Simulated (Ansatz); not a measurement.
Geometry optimisation, DFT r2SCAN-D3(BJ), scalar-relativistic, plane waves, PAW (Ansatz 0.2.0).

input.yaml

```yaml
accuracy: low
crystal:
  lattice:
    - [5.511272, 0.0, 0.0]
    - [0.0, 5.511272, 0.0]
    - [0.0, 0.0, 5.511272]
  atoms:
    - { symbol: O, position: [0.1198363, 0.5690263, 0.7767377] }
    - { symbol: H, position: [0.0099244, 0.5217377, 0.6480187] }
    - { symbol: H, position: [0.2022343, 0.710344, 0.7125091] }
    - { symbol: O, position: [0.4539658, 0.4843613, 0.1628321] }
    - { symbol: H, position: [0.4731281, 0.6198534, 0.0525591] }
    - { symbol: H, position: [0.4554859, 0.3434911, 0.0577667] }
    - { symbol: O, position: [0.7377984, 0.7807322, 0.4068908] }
    - { symbol: H, position: [0.9031279, 0.7233757, 0.4230731] }
    - { symbol: H, position: [0.7161922, 0.8876079, 0.5447175] }
    - { symbol: O, position: [0.0427663, -0.0157338, 1.0113711] }
    - { symbol: H, position: [0.0863201, 0.1431649, 0.9502178] }
    - { symbol: H, position: [-0.0369507, -0.0932771, 0.8752914] }
    - { symbol: Zn, position: [0.5261547, 0.2767262, 0.6478526] }
    - { symbol: Cl, position: [0.5243319, 0.9792411, 0.0636671] }
    - { symbol: Cl, position: [0.8750261, 0.3429156, 0.2928368] }
basis:
  ecutwfc: 500.0
kpoints:
  mp_grid: { grid: [1, 1, 1] }
hamiltonian:
  xc: r2scan
  dispersion: d3bj
scf:
  occupations: { method: fermi_dirac, width: 0.02 }
  lower_state_search: "off"
relax:
  f_tol: 0.3
  max_steps: 15
  adjacent_minimum: "off"
```

Run as:

```bash
$ ansatz run input.yaml --threads 1 --pin off --max-ram 3072MiB --backend cpu --events-out ev --progress --plain --runs-dir out
```

Q: Where does it end, and by what steps?

A: It did not converge within its limit. Limits of this set-up: coarse k mesh, low accuracy level. After 14 steps the energy has fallen by 8.825 eV; Cl14 moved furthest, 1.57 Å. Joined: O1–Zn13 (2.85 → 2.08 Å), O4–Zn13 (2.93 → 2.00 Å), O7–Zn13 (3.26 → 2.04 Å).

| step | energy less start (eV) | largest force component (eV/Å) | accepted |
| --- | --- | --- | --- |
| 0 | 0.0000 | 2.063 | yes |
| 1 | -1.3977 | 2.649 | yes |
| 2 | -2.7526 | 2.798 | yes |
| 3 | -3.9178 | 2.560 | yes |
| 4 | -4.8296 | 1.862 | yes |
| 5 | -5.7855 | 1.308 | yes |
| 6 | -6.6688 | 1.313 | yes |
| 7 | -7.4657 | 1.161 | yes |
| 8 | -7.9905 | 1.258 | yes |
| 9 | -8.2283 | 1.625 | yes |
| 10 | -8.3748 | 1.001 | yes |
| 11 | -8.4861 | 1.558 | yes |
| 12 | -8.6051 | 1.200 | yes |
| 13 | -8.6945 | 1.651 | yes |
| 14 | -8.8254 | 0.793 | yes |

```xyz
15
Lattice="5.5113 0.0000 0.0000 0.0000 5.5113 0.0000 0.0000 0.0000 5.5113" Properties=species:S:1:pos:R:3
O 1.338 3.104 3.600
H 0.617 2.626 3.135
H 0.949 3.819 4.153
O 2.361 2.845 1.067
H 1.587 3.425 0.854
H 2.560 2.275 0.299
O 4.191 4.128 3.039
H 4.732 4.347 2.265
H 3.783 4.973 3.332
O 0.337 -0.871 5.545
H 0.534 0.070 5.678
H -0.618 -0.856 5.376
Zn 3.146 2.392 2.848
Cl 3.008 6.301 -0.930
Cl 5.035 1.510 1.769
```

Run time: 49 s on 1 thread of AMD EPYC 9R45 96-Core Processor (Zen 5), on a shared host, peak memory 0.58 GiB.
